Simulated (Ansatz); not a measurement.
`C[S][Ge][F]`, charge 0, multiplicity 1.

Q: Give a relaxed structure at PBE0-D4/def2-TZVP (Ansatz 0.2.0). (Best estimate.)

A: The calculation gave: 
```xyz
7

C    -0.4109   -0.1525    0.8055
S     0.3996   -1.3347   -0.3034
Ge    1.1411   -0.1668   -2.0458
F     0.5889    1.4392   -1.5500
H    -1.4488   -0.4570    0.9334
H     0.0963   -0.1810    1.7690
H    -0.3663    0.8528    0.3912
```
Point group Cs.
